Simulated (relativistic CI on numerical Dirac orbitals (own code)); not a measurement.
Spin-allowed bands of a d2 ion in an octahedral site, by hand

Problem. Take Δ = 8150 cm⁻¹ and B = 970 cm⁻¹ for a d2 ion in an octahedral site. Calculate the three spin-allowed bands.

Working.
1. The terms of highest spin are 3F (energy 0) and 3P (15B = 14550 cm⁻¹). Here the F term splits into A2 at +1.2Δ = 9780, T2 at +0.2Δ = 1630 and T1 at −0.6Δ = -4890 cm⁻¹.
2. The two T1 states mix through the element 0.4Δ: H = [[-4890, 3260], [3260, 14550]], with roots ½(H₁₁ + H₂₂) ∓ ½√[(H₂₂ − H₁₁)² + 4H₁₂²] = ½(9660) ∓ ½(20504) = -5422 and 15082 cm⁻¹.
3. The ground term is 3T1 at -5422 cm⁻¹.
4. Bands: 3T2 7052 cm⁻¹ (1418 nm), 3A2 15202 cm⁻¹ (658 nm), 3T1(P) 20504 cm⁻¹ (488 nm).

Check. Exact diagonalisation of the whole d2 shell with these parameters gives 3T2 7052, 3A2 15202, 3T1 20504 cm⁻¹. The match is exact, since without spin-orbit coupling no other term has this spin. The ratio of the second band to the first, 2.156, depends on Δ/B = 8.4 alone, which is how a Tanabe-Sugano diagram is read.
